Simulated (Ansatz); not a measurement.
Basis-set extrapolation for C2H5AlFNS (`CS[C]1(F)[NH][AlH]1`) (PBE0-D4/def2-TZVP geometry, frozen core, the Gaussian-basis code of Ansatz). Multiplicity 1, RHF reference.

```json
{"": "HF", "def2-TZVPP": "-872.044039", "def2-QZVPP": "-872.073181"}
{"": "MP2 correlation", "def2-TZVPP": "-1.045657", "def2-QZVPP": "-1.128644"}
{"": "CCSD(T) correlation", "def2-TZVPP": "-1.130708", "def2-QZVPP": "not run"}
```

Energies in hartree. Use E(X) = E(∞) + A·exp(−7.88·√X) for Hartree–Fock and E(X) = E(∞) + B·X^(−2.97) for correlation, with X = 3 and 4, and add CCSD(T) minus MP2 of the smaller set to the MP2 limit.

What is the CCSD(T) energy at the basis-set limit?

HF limit: -872.073181 + (-0.029142) × 0.13774 = -872.07720. MP2 limit: -1.128644 + (-0.082987) × 0.74074 = -1.19012. Higher-order term: -1.130708 − (-1.045657) = -0.08505. Total: -873.35237 hartree, 111.5 kcal/mol below CCSD(T)/def2-TZVPP.
